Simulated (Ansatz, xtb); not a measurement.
**Two isomers of C4H3F2N**

Structure I: `Fc1c[nH]c(F)c1`, a singlet. Structure II: `Fc1ccc(F)[nH]1`, a singlet. Both are isolated molecules in the gas phase, relaxed with PBE0-D3(BJ)/def2-SVP.

Energies in hartree; the thermal terms are from GFN2-xTB frequencies at re-optimised GFN2-xTB minima (ideal gas, soft modes damped towards free rotors, one conformer each, 298.15 K, 1 atm) and include the zero-point energy:

```
                              I           II
E, CCSD(T)/def2-SVP  −407.290993  −407.291599
    E, MP2/def2-SVP  −407.229092  −407.229659
  E, MP2/def2-TZVPP  −407.986936  −407.986657
  zero-point energy     0.064612     0.064611
       H(298 K) − E     0.071157     0.071172
       G(298 K) − E     0.035289     0.035914
```

Task: Correct the CCSD(T) difference for the basis set by the MP2 change, then work out ΔE, ΔE₀, ΔH and ΔG for I → II in kJ/mol (1 Eh = 2625.50 kJ/mol) and the equilibrium ratio [II]/[I].

Result: 1. Differences II − I: CCSD(T) −0.000606, MP2 in the small set −0.000567, MP2 in the large set +0.000279 Eh.
2. ΔE = −0.000606 + (+0.000279 − (−0.000567)) = +0.000240 Eh = +0.63 kJ/mol.
3. ΔE₀ = ΔE + ΔZPE = +0.000240 + (−0.000001) Eh = +0.63 kJ/mol.
4. ΔH = ΔE + (+0.000015) Eh = +0.67 kJ/mol.
5. ΔG = ΔE + (+0.000625) Eh = +2.27 kJ/mol, so ΔS = (ΔH − ΔG)/T = −5.4 J/(mol K).
6. kT = 0.9442 mEh, so K = [II]/[I] = exp(−ΔG/kT) = exp(−0.92) ≈ 0.4.

The two are too close for this level to say which is favoured. An error of 4 kJ/mol in ΔG would change K by a factor of 5. Mirror images and further conformers aren't counted.

As drawn, both hold the same kinds of bond in the same numbers.

Other levels gave ΔE = −2.7 (GFN2-xTB); −5.6 (HF/STO-3G, GFN2-xTB geometries); −0.4 (r2SCAN-D4/def2-SVP, GFN2-xTB geometries); −0.7 (PBE0-D3(BJ)/def2-SVP); −1.8 (HF/def2-SVP); −1.5 (MP2/def2-SVP); −1.6 (CCSD(T)/def2-SVP) kJ/mol. The correlated steps freeze 7 core orbitals. Programs: Ansatz 0.2.0, xtb 6.7.1.
